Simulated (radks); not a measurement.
Numerical settings for the technetium ion Tc3+, [Kr] 4d4. Calculated with a radial shooting solver on a logarithmic mesh with Libxc functionals: non-relativistic Kohn-Sham, LDA (Slater exchange, Perdew-Wang correlation), spin-polarised, spherical densities, point nucleus; open shells are filled with parallel spins first (spin-orbit coupling, left out, can overturn this in heavy ions); relativity is left out, which matters for an element this heavy. The defaults (mesh step 0.008 in ln r, mesh end at 40 bohr or more with all orbitals vanishing there, Anderson mixing 0.5 over 9 steps, residual threshold near 1e-9 with the energy settled to 1e-9 hartree or 1e-11 of itself, here a cap of 86 iterations) give E = -4200.3666 hartree and 4d at -36.947 eV in 14 iterations. Run on one thread of a shared host, so times are rough (Arm Neoverse N1): 0.2 s of CPU time, 0.2 s wall, 14 iterations on 2476 mesh points. Changes against that run (0 stands for a change within the tolerance of the run):

setting                    iterations  converged  E (mhartree)  e(4d) (meV)  CPU (s)
mesh step in ln r 0.05             14        yes       +0.0189     -0.00645     0.05
mesh step in ln r 0.08              2         no      diverged            -     0.01
mesh step in ln r 0.03             14        yes     +0.000888            0     0.07
mesh end (bohr) 2                  13        yes     +4.84e+03    +3.48e+04     0.17
mesh end (bohr) 400                14        yes             0            0      0.2
residual threshold 1e-05           10        yes             0       -0.129     0.16
residual threshold 1e-13           20        yes             0            0     0.25
mixing 0.2                         16        yes             0            0     0.22
linear mixing, mixing 0.8          31        yes             0            0     0.36
linear mixing, mixing 0.2          86        yes             0            0     0.83
mixing history 20                  20        yes             0            0     0.26
iteration cap 5                     5         no      +0.00752        +50.3     0.08

Settings that end as converged yet miss the energy by more than 1 mhartree: mesh end (bohr) 2 (+4.84 hartree). A mesh that ends early acts as a hard wall.
